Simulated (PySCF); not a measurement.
thallium atom (Tl), doublet (core potentials on Tl); DF-B3LYP/def2-TZVPD (PySCF).

Input for PySCF:
```python
from pyscf import gto, scf, dft
import numpy

mol = gto.M(
    atom='''
Tl    0.00000000    0.00000000    0.00000000
''',
    basis='def2-tzvpd',
    ecp={'Tl': 'def2-tzvpd'},
    spin=1,
    verbose=4,
)
print('smallest overlap eigenvalue', numpy.linalg.eigvalsh(mol.intor('int1e_ovlp'))[0])

mf = dft.UKS(mol)
mf.xc = 'b3lyp'
mf = mf.density_fit(auxbasis='def2-universal-jkfit')
mf = scf.addons.remove_linear_dep_(mf, threshold=1e-4, lindep=1e-4)
mf.kernel()
```

The log (banner, timings and long lists left out):

```
PySCF version 2.14.0

[INPUT] verbose = 4
[INPUT] num. atoms = 1
[INPUT] num. electrons = 21
[INPUT] charge = 0
[INPUT] spin (= nelec alpha-beta = 2S) = 1
[INPUT] symmetry False subgroup None
[INPUT] Mole.unit = angstrom
[INPUT] Symbol           X                Y                Z      unit          X                Y                Z       unit  Magmom
[INPUT]  1 Tl     0.000000000000   0.000000000000   0.000000000000 AA    0.000000000000   0.000000000000   0.000000000000 Bohr   0.0

nuclear repulsion = 0
number of shells = 18
number of NR pGTOs = 97
number of NR cGTOs = 56
basis = def2-tzvpd
ecp = {'Tl': 'def2-tzvpd'}
input.py:18: DeprecationWarning: remove_linear_dep_ is deprecated and will be removed in a future release. Linear dependency handling is now built into the SCF procedure by default. Linear dependency removal can be controlled using the following settings:
  pyscf.scf.hf.remove_overlap_zero_eigenvalue = True
  pyscf.scf.hf.overlap_zero_eigenvalue_threshold = 1e-6

  mf = scf.addons.remove_linear_dep_(mf, threshold=1e-4, lindep=1e-4)
smallest overlap eigenvalue 0.009859072113770637

******** <class 'pyscf.df.df_jk.DFUKS'> ********
method = DFUKS
initial guess = minao
damping factor = 0
level_shift factor = 0
DIIS = <class 'pyscf.scf.diis.CDIIS'>
diis_start_cycle = 1
diis_space = 8
diis_damp = 0
SCF conv_tol = 1e-09
SCF conv_tol_grad = None
SCF max_cycles = 50
direct_scf = False
number electrons alpha = 11  beta = 10
XC library pyscf.dft.libxc version 7.1.2
    S. Lehtola, C. Steigemann, M. J. T. Oliveira, and M. A. L. Marques,  SoftwareX 7, 1–5 (2018)
XC functionals = b3lyp
    P. J. Stephens, F. J. Devlin, C. F. Chabalowski, and M. J. Frisch,  J. Phys. Chem. 98, 11623 (1994)
radial grids:
    Treutler-Ahlrichs [JCP 102, 346 (1995); DOI:10.1063/1.469408] (M4) radial grids

becke partition: Becke, JCP 88, 2547 (1988); DOI:10.1063/1.454033
pruning grids: <function nwchem_prune>
grids dens level: 3
symmetrized grids: False
atomic radii adjust function: <function treutler_atomic_radii_adjust>
small_rho_cutoff = 0
Set gradient conv threshold to 3.16228e-05
tot grids = 22928
******** <class 'pyscf.df.df.DF'> ********
auxbasis = def2-universal-jkfit
init E= -142.367428617457

cycle= 1 E= -172.110607825135  delta_E= -29.7  |g|= 1.01  |ddm|= 6.54
cycle= 2 E= -172.055568742872  delta_E= 0.055  |g|= 1.21  |ddm|= 3.36
cycle= 3 E= -172.56668603056  delta_E= -0.511  |g|= 0.0207  |ddm|= 1.32
cycle= 4 E= -172.566946423534  delta_E= -0.00026  |g|= 0.00373  |ddm|= 0.05
cycle= 5 E= -172.566955982164  delta_E= -9.56e-06  |g|= 0.000442  |ddm|= 0.0136
cycle= 6 E= -172.566956176926  delta_E= -1.95e-07  |g|= 2.59e-05  |ddm|= 0.00168
cycle= 7 E= -172.566956177922  delta_E= -9.96e-10  |g|= 3e-06  |ddm|= 0.000157
Extra cycle  E= -172.566956177942  delta_E= -1.98e-11  |g|= 2.11e-06  |ddm|= 1.72e-05
converged SCF energy = -172.566956177942  <S^2> = 0.75127943  2S+1 = 2.001279
```
